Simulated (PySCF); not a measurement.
A GIAO shielding run with PySCF (density fitting, non-relativistic, gas phase) on `CCC(=O)O[Si@H](O)N(C)C`, C5H13NO3Si:

```
$ OMP_NUM_THREADS=1 python probes_run.py task.json out

{"job": {"kind": "nmr", "xc": "PBE0", "basis": "pcSseg-1"}, "charge": 0, "multiplicity": 1}
C      4.055262    -0.110351     0.026342
C      2.705217     0.589800    -0.015562
C      1.574690    -0.321792     0.398825
O      1.718969    -1.448972     0.802210
O      0.395659     0.255932     0.270908
Si    -1.045059    -0.534462     0.597771
O     -0.968436    -2.120808     0.297895
N     -2.123750     0.136862    -0.543081
C     -3.408715    -0.491540    -0.730417
C     -2.151646     1.553691    -0.821512
H      4.254871    -0.481463     1.028048
H      4.846745     0.576441    -0.262339
H      4.059487    -0.959021    -0.652617
H      2.691259     1.451311     0.656765
H      2.482558     0.958923    -1.019140
H     -1.281587    -0.290648     2.022809
H     -0.115089    -2.530000     0.459306
H     -4.152849    -0.107799    -0.023170
H     -3.303185    -1.560659    -0.580811
H     -3.767348    -0.302756    -1.744483
H     -2.450019     1.713953    -1.860667
H     -1.160377     1.969395    -0.668265
H     -2.861410     2.080949    -0.173455
```

Hardware: 1 thread of an Intel Xeon, shared host. The job also computes population analyses, field gradients.

(1) How large is the calculation?

(2) How long does it take, and how much memory does it need?

## Answers

(1) 88 electrons, 242 basis functions and 1273 auxiliary functions.

(2) 2.6 min of wall time, with 14 SCF cycles and 5 response iterations; peak memory 1.1 GiB. Times on a shared host scatter by some tens of per cent.
